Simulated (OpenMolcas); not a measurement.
Te2+: effect of the active space

```yaml
Program: OpenMolcas
Method: SS-CASPT2, IPEA 0.25 Eh, imaginary shift 0.1 Eh
Basis: ANO-R1
Scalar_Hamiltonian: X2C, finite nucleus
Spin-orbit_coupling: state interaction with AMFI integrals over the reference wave functions, term energies averaged over their components
```

A. 2 electrons in 3 orbitals (5p); 2S+1 = 3 even, 3 roots; 2S+1 = 1 even, 6 roots; closed shells correlated: 4d 5s; CASPT2 step roughly 0.8 core-seconds
B. 4 electrons in 4 orbitals (5s 5p); 2S+1 = 3 even, 6 roots; 2S+1 = 1 even, 11 roots; 2S+1 = 5 odd, 1 root; 2S+1 = 3 odd, 9 roots; 2S+1 = 1 odd, 8 roots; closed shells correlated: 4d; CASPT2 step roughly 2.9 core-seconds

Energies in cm⁻¹ above 5s² 5p² ³P₀, the measured ground level; measured values from the list in Zhang, Palmeri, Quinet and Biemont, Astron. Astrophys. 551, A136 (2013).

```tsv
Level	A	B	Measured
5s² 5p² ³P₀	0.0	0.0	0.0
5s² 5p² ³P₁	4330	4260	4757
5s² 5p² ³P₂	8020	7820	8167
5s² 5p² ¹D₂	18230	17750	17360
5s² 5p² ¹S₀	32250	32300	30398
```

Deviations, from unrounded energies. A percentage is the sum of absolute deviations over the sum of measured energies, with the sign that they share, or ± where signs differ.

| Against measurement | Levels | A | B |
| --- | --- | --- | --- |
| mean absolute deviation (cm-1) | 4 | 820 | 790 |
| fine structure of the ground term (%) | 2 | -4.4 | -6.6 |
| other terms of the ground configuration (%) | 2 | +5.7 | +4.8 |

A, B lie about equally close to measurement. The largest miss of B in the table is 5s² 5p² ¹S₀, by +1900 cm-1. The ranking rests on the paired levels alone, and a cruder setting can come out closer through cancelling errors.

Between A and B the level of the table that moves most is 5s² 5p² ¹D₂, by 470 cm-1 (lowest in B, highest in A). Moves below CASPT2's spread within the term are not significant.

Term energies are means over components that CASPT2 splits; among the terms shown or strongly mixed into the levels shown the widest spread is 98 cm-1 (5s² 5p² ¹D, A). Over all roots computed the reference weight is 0.87 to 0.95 in B; the roots of lowest weight are the least certain, and an intruder state may touch them. With the s shell closed, the reference lacks s² → p² mixing (holds for A). Computed and measured levels are paired by configuration, term and J; levels that our copy of the source lacks, or whose pairing is in doubt (as where it misses far off the trend of its configuration), stay unpaired and out of the deviations. Only configurations of the active space appear. The table leaves out levels that lie high or whose names do not pair safely across all columns.
